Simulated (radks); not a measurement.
Re, configuration [Xe] 4f14 5d5 6s2 (the NIST ground configuration).

Calculated with a radial shooting solver on a logarithmic mesh with Libxc functionals: scalar-relativistic Kohn-Sham, SOGGA, spin-polarised, spherical densities, finite nucleus; open shells are filled with parallel spins first (spin-orbit coupling, left out, can overturn this in heavy ions); Fermi nuclear charge, rms radius 5.3698 fm.

Energy parts (eV):
| part | energy |
|---|---|
| total | -453998.76 |
| kinetic | 501476.07 |
| electron-nucleus | -1123846.21 |
| Hartree | 177217.16 |
| exchange-correlation | -8845.78 |

Orbitals (lengths in bohr, moments of r in powers of bohr; <r^-3> diverges for s and p1/2; r(90%) holds 90 % of the orbital's charge):
| orbital | occ. | eigenvalue (eV) | <r> | <r^2> | <r^-3> | r(90%) |
|---|---|---|---|---|---|---|
| 1s up | 1 | -71609.40 | 0.01804 | 0.0004483 | - | 0.0329 |
| 1s down | 1 | -71609.40 | 0.01804 | 0.0004483 | - | 0.0329 |
| 2s up | 1 | -12416.41 | 0.07625 | 0.006881 | - | 0.118 |
| 2s down | 1 | -12416.18 | 0.07624 | 0.006880 | - | 0.118 |
| 2p up | 3 | -10839.91 | 0.06835 | 0.005709 | 20790 | 0.111 |
| 2p down | 3 | -10839.72 | 0.06835 | 0.005709 | 20790 | 0.111 |
| 3s up | 1 | -2873.974 | 0.1975 | 0.04460 | - | 0.290 |
| 3s down | 1 | -2873.895 | 0.1975 | 0.04460 | - | 0.290 |
| 3p up | 3 | -2408.897 | 0.1979 | 0.04542 | 4660 | 0.296 |
| 3p down | 3 | -2408.809 | 0.1979 | 0.04542 | 4660 | 0.296 |
| 3d up | 5 | -1880.556 | 0.1793 | 0.03765 | 595.2 | 0.278 |
| 3d down | 5 | -1880.399 | 0.1793 | 0.03765 | 595.2 | 0.278 |
| 4s up | 1 | -599.0761 | 0.4407 | 0.2193 | - | 0.633 |
| 4s down | 1 | -598.8652 | 0.4407 | 0.2193 | - | 0.633 |
| 4p up | 3 | -446.4461 | 0.4687 | 0.2499 | 1091 | 0.681 |
| 4p down | 3 | -446.2445 | 0.4687 | 0.2498 | 1091 | 0.681 |
| 4d up | 5 | -254.7309 | 0.5002 | 0.2898 | 119.7 | 0.749 |
| 4d down | 5 | -254.4886 | 0.5000 | 0.2895 | 119.7 | 0.749 |
| 4f up | 7 | -41.9921 | 0.5827 | 0.4235 | 20.90 | 0.960 |
| 4f down | 7 | -41.5219 | 0.5784 | 0.4154 | 21.05 | 0.950 |
| 5s up | 1 | -85.6519 | 1.039 | 1.214 | - | 1.49 |
| 5s down | 1 | -83.6329 | 1.032 | 1.195 | - | 1.48 |
| 5p up | 3 | -47.7493 | 1.213 | 1.669 | 160.9 | 1.77 |
| 5p down | 3 | -45.1031 | 1.202 | 1.639 | 166.1 | 1.75 |
| 5d up | 5 | -6.3663 | 1.896 | 4.329 | 8.020 | 3.01 |
| 5d down | 0 | -3.3217 | 2.041 | 5.238 | 7.581 | 3.37 |
| 6s up | 1 | -6.5348 | 2.979 | 10.12 | - | 4.41 |
| 6s down | 1 | -4.6889 | 3.266 | 12.30 | - | 4.93 |

The highest occupied level is 6s down at -4.689 eV. The electron density at the nucleus is 1.647e+06 e/bohr^3 (large components only).
